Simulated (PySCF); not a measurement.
A PySCF script (with the pyscf-properties extension) for the NMR shieldings of SMILES F[B-]1(OC)OC(=O)C(=O)O1, [C3H3BFO5]-, on a GFN2-xTB geometry:

```python
import basis_set_exchange as bse
import numpy as np
from pyscf import gto, dft
from pyscf.prop import nmr

atoms = """
C    -2.256816    0.240543   -0.380848
O    -1.001406   -0.093515   -0.906552
B    -0.025786   -0.573338    0.009938
F    -0.485768   -1.615764    0.815415
O     0.496476    0.525823    0.948812
C     1.769454    0.705217    0.749730
O     2.470575    1.513428    1.315220
C     2.236938   -0.293233   -0.336899
O     3.364432   -0.408664   -0.757728
O     1.203747   -0.994758   -0.720738
H    -2.179295    1.086404    0.312764
H    -2.897304    0.514757   -1.222448
H    -2.699634   -0.606416    0.155607
"""
names = dict.fromkeys(["C", "O", "B", "F", "H"], "pcSseg-1")
basis = {el: gto.basis.parse(bse.get_basis(n, elements=[el], fmt="nwchem")) for el, n in names.items()}
mol = gto.M(atom=atoms, basis=basis, charge=-1, verbose=0)
mf = dft.RKS(mol, xc="PBE0")
mf.grids.level = 2
mf.grids.alignment = dft.numint.BLKSIZE   # the property module wants whole blocks of grid points
mf.conv_tol = 1e-9
mf.kernel()

calc = nmr.RKS(mf)   # GIAO
C = mf.mo_coeff
Co = C[:, mf.mo_occ > 0]
resp = mf.gen_response(singlet=True, hermi=2)
def vind(x):   # induced exchange potential for any number of trial vectors
    d = np.einsum("pi,xij,qj->xpq", C, 2 * x.reshape(-1, C.shape[1], Co.shape[1]), Co, optimize=True)
    return np.einsum("xpq,pi,qj->xij", resp(d - d.transpose(0, 2, 1)), C, Co, optimize=True).ravel()
mo1, _ = nmr.rhf.solve_mo1(calc, with_cphf=vind)
sigma = calc.kernel(mo1)
for i, s in enumerate(sigma):   # ppm
    print("%2d %-2s %9.2f" % (i, mol.atom_pure_symbol(i), np.trace(s) / 3))
```

**Question.** What are the results?

**Answer.** 
```
 0 C     134.34
 1 O     304.95
 2 B      98.83
 3 F     352.96
 4 O      71.57
 5 C      19.14
 6 O     -57.81
 7 C      18.64
 8 O     -63.43
 9 O      73.04
10 H      28.03
11 H      28.36
12 H      27.91
```

These numbers come from an equivalent density-fitted implementation of the same equations, which agrees with the script to about 0.01 ppm for H and up to a few tenths of a ppm for heavy atoms, so last digits may differ.

Size and cost of the density-fitted run: 185 basis functions, 26 s wall time on 1 thread of an Arm Neoverse V1, shared host.
